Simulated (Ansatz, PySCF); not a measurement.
Gas-phase reaction R1 + R2 → P1 + P2, each structure at its B3LYP-D3(BJ)/def2-TZVP stationary point, reached from a drawn start (curvature not checked).
R1: C2H6Zn (SMILES [CH3][Zn][CH3]), charge 0, multiplicity 1.
P1: CH4 (SMILES C), charge 0, multiplicity 1.
R2: H2O (SMILES O), charge 0, multiplicity 1.
P2, CH4OZn (SMILES [CH3][Zn][OH]) (charge 0, multiplicity 1):
```xyz
7

C     -0.51127    -1.01802    -0.51426
Zn     0.38862     0.49873     0.27809
O      1.33473     1.83398     1.00600
H     -0.18394    -1.15885    -1.54487
H     -1.59078    -0.86284    -0.51186
H     -0.29114    -1.92581     0.04857
H      0.85368     2.63271     1.23842
```

P less R. No zero-point or thermal terms; no spin–orbit coupling.

Cores are frozen in the correlated methods.

Run with Ansatz (a quantum-chemistry and plane-wave program) with Gaussian orbitals; PySCF for the D3/D4 terms. Each number belongs to the level named beside it.

```
level                     reaction energy (kcal/mol)
------------------------  --------------------------
HF/def2-SVP                                   -17.59
revPBE-D4/def2-TZVPP                          -15.98
r2SCAN-D3(BJ)/def2-TZVPP                      -17.68
r2SCAN-D4/def2-TZVPP                          -17.71
B97M-V/def2-TZVPP                             -18.43
B2PLYP/def2-TZVPP                             -18.14
CCSD/def2-TZVPP                               -16.79
CCSD(T)/def2-SVP                              -15.90
CCSD(T)/def2-QZVPP                        (withheld)
```

Question: What belongs in the gaps?

Answer: 
- CCSD(T)/def2-QZVPP, reaction energy (kcal/mol): -17.11
